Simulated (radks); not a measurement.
The numbers below are computed, except where a source is named.
Initial-state core-level shifts of the tungsten ion W2+ when its valence configuration changes from [Xe] 4f14 5d4. Level of theory: scalar-relativistic Kohn-Sham, BLYP, spin-polarised, spherical densities, point nucleus; open shells are filled with parallel spins first (spin-orbit coupling, left out, can overturn this in heavy ions) (a radial shooting solver on a logarithmic mesh with Libxc functionals). Shifts are changes of the shell-averaged eigenvalues in eV (positive: less bound).

valence                2p       3s       4s       4d
4f13 5d4 6s1      -13.850  -15.337  -14.190  -13.440
4f13 5d5          -10.406  -11.950  -10.826  -10.067
4f13.5 5d4.5       -5.129   -5.880   -5.354   -4.986
4f13 5d4 6p1      -15.298  -16.793  -15.650  -14.897
4f12 5d4 6s2      -29.026  -32.136  -29.510  -27.916
4f14 5d3.5 6s0.5   -1.587   -1.562   -1.557   -1.563
4f12 5d6          -21.776  -25.013  -22.456  -20.853
4f13.5 5d4 6p0.5   -7.501   -8.231   -7.700   -7.335
4f14 5d2 6p2       -9.516   -9.399   -9.374   -9.395
